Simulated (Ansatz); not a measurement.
Relaxation of C2H2SSe (6 atoms, charge 0, multiplicity 1), to a largest force component of 0.015 eV/Å in at most 40 steps.

Computed with RKS PBE0/def2-SVP (Ansatz 0.2.0).

```xyz
6
Properties=species:S:1:pos:R:3
S 1.289 0.511 -1.063
C 0.419 -0.120 0.363
C -0.787 -0.663 0.234
Se -2.462 -1.554 -0.021
H 0.677 1.821 -0.888
H 0.906 -0.059 1.328
```

Where does it end, and by what steps?

The forces met the threshold. After 10 steps the energy has fallen by 0.887 eV; Se4 moved furthest, 0.17 Å.

```tsv
step	energy less start (eV)	largest force component (eV/Å)	accepted
0	0.0000	4.565	yes
1	-0.8181	1.379	yes
2	-0.7570	1.249	no
3	-0.8753	0.200	yes
4	-0.8708	0.309	no
5	-0.8853	0.139	yes
6	-0.8868	0.042	yes
7	-0.8872	0.066	yes
8	-0.8874	0.037	yes
9	-0.8874	0.023	yes
10	-0.8874	0.005	yes
```

```xyz
6
Properties=species:S:1:pos:R:3
S 1.137 0.535 -1.091
C 0.340 -0.116 0.356
C -0.816 -0.730 0.219
Se -2.298 -1.525 0.024
H 0.840 1.842 -0.885
H 0.839 -0.070 1.331
```

Time of the run: 70 s on 1 thread of AMD EPYC 7R43 64-Core Processor (Zen 3), with other jobs on the host, peak memory 0.2 GiB.
